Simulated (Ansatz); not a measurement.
Born–Oppenheimer molecular dynamics of Cl₃H₃OTi (8 atoms, charge 0, multiplicity 1). It starts at the highest image of a converged band. Of that band: Neighbouring images differ by up to 2.0 eV, so the band resolves the path poorly. A vibrational analysis at the climbing image gives one clearly imaginary mode, 1961i cm⁻¹: a first-order saddle point.

All numbers below come from RHF/def2-SVP (Ansatz 0.2.0).

| Item | Value |
| --- | --- |
| ensemble | NVE (velocity Verlet) |
| time step | 0.5 fs |
| steps asked | 200 |
| starting velocities drawn for | 300 K |
| seed | 11385 |

Frames 2.5 fs apart, positions in Å, forces in eV/Å.

Velocities at 20 fs (Å/ps):

```
Ti 2.71 -3.18 -6.50
O 1.80 4.34 14.61
H -41.20 18.58 -46.62
Cl 2.81 1.24 -0.70
Cl -2.08 0.64 2.58
Cl -2.15 -0.23 -0.65
H -4.84 12.26 -4.62
H -61.71 -7.22 84.94
```

```xyz
8
Properties=species:S:1:pos:R:3:forces:R:3 time_fs=20 energy_less_start_eV=-0.968 T=1548
Ti 0.096 -0.360 -0.046 -0.55 -0.21 -1.70
O -0.274 -0.256 1.979 -0.97 2.94 -0.66
H -0.387 0.575 2.452 -0.47 -0.05 -0.94
Cl 1.967 0.279 -0.941 0.60 0.25 -0.35
Cl -1.186 1.516 -0.201 -0.34 0.63 0.48
Cl -1.062 -1.888 -1.132 -0.01 -0.06 -0.08
H 0.983 -1.550 0.470 0.30 -0.63 1.10
H 0.051 -0.790 2.624 1.45 -2.86 2.15
8
Properties=species:S:1:pos:R:3:forces:R:3 time_fs=22.5 energy_less_start_eV=-1.002 T=1593
Ti 0.102 -0.368 -0.063 -0.53 -0.22 -0.92
O -0.270 -0.243 2.017 0.76 -1.90 3.09
H -0.503 0.627 2.319 -0.30 0.08 0.04
Cl 1.975 0.282 -0.943 0.60 0.22 -0.39
Cl -1.192 1.518 -0.194 -0.26 0.51 0.54
Cl -1.067 -1.889 -1.133 -0.02 -0.14 -0.15
H 0.981 -1.540 0.491 0.28 -0.61 0.99
H -0.088 -0.838 2.841 -0.52 2.06 -3.20
8
Properties=species:S:1:pos:R:3:forces:R:3 time_fs=25 energy_less_start_eV=-1.099 T=1714
Ti 0.108 -0.376 -0.081 0.00 -0.79 0.05
O -0.264 -0.236 2.065 -0.54 0.59 1.41
H -0.633 0.671 2.184 0.38 -1.77 0.39
Cl 1.983 0.286 -0.946 0.49 0.15 -0.38
Cl -1.197 1.521 -0.186 -0.13 0.29 0.59
Cl -1.072 -1.890 -1.135 -0.01 -0.16 -0.19
H 0.993 -1.563 0.570 -0.17 0.03 0.43
H -0.246 -0.790 2.900 -0.02 1.65 -2.31
8
Properties=species:S:1:pos:R:3:forces:R:3 time_fs=27.5 energy_less_start_eV=-0.971 T=1556
Ti 0.114 -0.386 -0.100 0.50 -1.14 0.76
O -0.259 -0.225 2.115 0.09 4.48 -5.50
H -0.744 0.624 2.074 0.41 -1.18 0.74
Cl 1.993 0.290 -0.949 0.36 0.06 -0.33
Cl -1.204 1.524 -0.177 0.01 0.00 0.60
Cl -1.078 -1.891 -1.138 0.01 -0.17 -0.21
H 0.996 -1.585 0.673 -0.52 0.58 -0.22
H -0.413 -0.670 2.860 -0.85 -2.62 4.16
8
Properties=species:S:1:pos:R:3:forces:R:3 time_fs=30 energy_less_start_eV=-0.950 T=1524
Ti 0.120 -0.397 -0.117 0.64 -0.92 1.14
O -0.255 -0.201 2.152 -0.97 -1.00 1.36
H -0.838 0.516 2.003 -0.67 1.12 0.29
Cl 2.003 0.294 -0.953 0.27 -0.04 -0.29
Cl -1.210 1.528 -0.167 0.14 -0.29 0.54
Cl -1.083 -1.893 -1.140 -0.01 -0.25 -0.24
H 0.970 -1.575 0.765 -0.56 0.72 -0.65
H -0.610 -0.648 2.969 1.16 0.65 -2.16
8
Properties=species:S:1:pos:R:3:forces:R:3 time_fs=32.5 energy_less_start_eV=-0.707 T=1213
Ti 0.127 -0.408 -0.133 0.44 -0.23 1.14
O -0.254 -0.179 2.191 -3.86 -0.15 2.11
H -0.954 0.454 1.953 0.96 0.09 0.32
Cl 2.013 0.298 -0.958 0.22 -0.12 -0.25
Cl -1.216 1.531 -0.157 0.23 -0.50 0.48
Cl -1.089 -1.894 -1.143 -0.04 -0.35 -0.26
H 0.911 -1.523 0.820 -0.31 0.45 -0.70
H -0.745 -0.610 2.990 2.37 0.82 -2.85
8
Properties=species:S:1:pos:R:3:forces:R:3 time_fs=35 energy_less_start_eV=-0.601 T=1074
Ti 0.135 -0.420 -0.148 -0.08 0.88 0.59
O -0.267 -0.157 2.236 -1.21 3.33 -3.80
H -1.019 0.405 1.921 1.77 0.15 0.25
Cl 2.024 0.302 -0.963 0.18 -0.21 -0.19
Cl -1.221 1.533 -0.145 0.32 -0.69 0.44
Cl -1.094 -1.897 -1.147 -0.06 -0.44 -0.27
H 0.834 -1.446 0.836 0.18 -0.22 -0.25
H -0.763 -0.541 2.875 -1.10 -2.79 3.23
8
Properties=species:S:1:pos:R:3:forces:R:3 time_fs=37.5 energy_less_start_eV=-0.676 T=1166
Ti 0.143 -0.431 -0.162 -0.64 1.98 -0.17
O -0.285 -0.124 2.270 -0.98 -0.17 -0.33
H -0.993 0.372 1.902 -0.34 1.55 -0.26
Cl 2.035 0.305 -0.968 0.15 -0.28 -0.14
Cl -1.226 1.534 -0.133 0.44 -0.86 0.39
Cl -1.100 -1.900 -1.151 -0.07 -0.52 -0.27
H 0.769 -1.383 0.837 0.67 -0.95 0.44
H -0.812 -0.607 2.895 0.78 -0.74 0.35
8
Properties=species:S:1:pos:R:3:forces:R:3 time_fs=40 energy_less_start_eV=-0.502 T=949
Ti 0.149 -0.440 -0.175 -0.71 2.18 -0.09
O -0.307 -0.091 2.301 -2.20 -2.70 1.89
H -0.977 0.421 1.873 -0.55 0.86 0.51
Cl 2.046 0.308 -0.973 0.08 -0.33 -0.10
Cl -1.230 1.534 -0.120 0.54 -0.97 0.31
Cl -1.106 -1.904 -1.155 -0.05 -0.52 -0.27
H 0.741 -1.373 0.861 0.64 -0.94 0.43
H -0.829 -0.721 2.952 2.25 2.42 -2.68
8
Properties=species:S:1:pos:R:3:forces:R:3 time_fs=42.5 energy_less_start_eV=-0.723 T=1227
Ti 0.155 -0.446 -0.190 -0.38 1.61 0.76
O -0.336 -0.067 2.338 -0.24 1.84 -2.52
H -0.987 0.516 1.878 0.60 -0.85 1.73
Cl 2.058 0.310 -0.979 -0.07 -0.37 -0.06
Cl -1.234 1.531 -0.106 0.62 -1.04 0.23
Cl -1.111 -1.909 -1.160 0.03 -0.41 -0.24
H 0.749 -1.416 0.907 0.21 -0.26 -0.31
H -0.732 -0.716 2.876 -0.77 -0.51 0.42
8
Properties=species:S:1:pos:R:3:forces:R:3 time_fs=45 energy_less_start_eV=-0.659 T=1145
Ti 0.161 -0.450 -0.203 -0.24 1.23 1.41
O -0.366 -0.035 2.366 2.42 2.21 -2.60
H -0.975 0.574 1.975 -0.94 -0.02 0.78
Cl 2.069 0.312 -0.984 -0.20 -0.42 -0.03
Cl -1.236 1.528 -0.092 0.72 -1.12 0.12
Cl -1.117 -1.915 -1.165 0.12 -0.29 -0.20
H 0.771 -1.475 0.936 -0.13 0.32 -0.84
H -0.675 -0.752 2.824 -1.74 -1.91 1.37
8
Properties=species:S:1:pos:R:3:forces:R:3 time_fs=47.5 energy_less_start_eV=-0.564 T=1030
Ti 0.166 -0.452 -0.214 -0.36 1.24 1.62
O -0.387 0.002 2.386 1.07 -4.14 0.79
H -1.017 0.631 2.120 -1.59 0.49 0.26
Cl 2.080 0.313 -0.990 -0.29 -0.44 -0.02
Cl -1.237 1.522 -0.078 0.77 -1.15 0.00
Cl -1.123 -1.921 -1.171 0.20 -0.18 -0.17
H 0.785 -1.517 0.917 -0.26 0.54 -0.86
H -0.710 -0.863 2.836 0.46 3.64 -1.64
```

Of the whole run (100 fs, mean temperature of the second half 1004 K): The conserved energy stayed within 0.63 meV per atom of its start (net change 0.13 meV per atom), so the integration is sound. The kinetic energy rose, since the run started high on the potential surface and went downhill. It ends in pieces (Cl3HTi + H2O), so much of that is their flight and rotation, not heat. A run of 0.1 ps of so small a system gives no equilibrium averages. The orbitals stay closed-shell, which can raise the energy where a bond breaks towards radicals; this wasn't checked here.

The run took 8.4 min on 2 threads of Arm Neoverse V1 (shared host), peak memory 0.28 GiB.
